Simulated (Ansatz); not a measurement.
`[NH2][AlH][GeH2][F]` + H₂ → `[NH2][AlH2]` + `[F][GeH3]` at 500 K and 1 bar (hydrogenolysis of the Al–Ge bond).

Calculated with Ansatz (gas phase, PBE0-D4/def2-TZVP geometries, no zero-point term in ΔE). CCSD(T)/CBS adds triple-zeta CCSD(T) − MP2 to the extrapolated MP2 energy (def2 sets, frozen cores). This one scheme is used for every species. For Ge outer-core shells are correlated without core-valence functions, which leaves a few kJ/mol of doubt a bond. Scalar relativity is left out up to krypton. Each species was taken in one conformer, which may not be the lowest.

| species | CCSD(T)/CBS energy (Eh) | H − E (kJ/mol) | S (J/(mol·K)) |
| --- | --- | --- | --- |
| `[NH2][AlH][GeH2][F]` | -2475.70000 | 181.8 | 426.3 |
| H₂ | -1.17544 | 41.0 | 145.5 |
| `[NH2][AlH2]` | -299.14566 | 129.9 | 289.4 |
| `[F][GeH3]` | -2177.72589 | 90.4 | 283.2 |

H − E and S are ideal-gas, rigid-rotor, harmonic terms from PBE0-D4/def2-TZVP, for one conformer and one mirror image of each species. The MP2-based limit puts H₂ 0.8 mEh under its directly extrapolated value; such offsets cancel only in part. 1 Eh = 2625.50 kJ/mol, R = 8.31446 J/(mol·K).

Question: By hand: ΔE, ΔH, ΔS and ΔG.

Answer: ΔE = (-299.14566) + (-2177.72589) − (-2475.70000) − (-1.17544) = 0.00389 Eh = 10.2 kJ/mol. Δ(H − E) = 129.9 + 90.4 − 181.8 − 41.0 = -2.5, so ΔH = 7.7 kJ/mol. ΔS = 289.4 + 283.2 − 426.3 − 145.5 = 0.8 J/(mol·K). ΔG = 7.7 − 500 × (0.8)/1000 = 7.3 kJ/mol.

Question: By hand: the equilibrium constant, and the temperature at which ΔG would vanish if ΔH and ΔS stayed fixed.

Answer: log₁₀ K = −ΔG/(RT ln 10) = -0.8. ΔG = 0 at ΔH/ΔS = 9625 K, far beyond where these terms or the molecules hold.

The number of gas molecules stays the same, so ΔS is small and ΔH decides. A doubt of 5 kJ/mol in ΔE shifts log₁₀ K by 0.5 here. Other conformers and mirror images would add mixing entropy, several J/(mol·K) or more a flexible species. Modes under 60 cm⁻¹, often nearly free rotors, make the harmonic entropy too high. These are equilibria of isolated gas molecules and say nothing of rates. Largest T1 diagnostic: 0.013 (customary marks: 0.02 for closed shells, 0.045 for open ones).
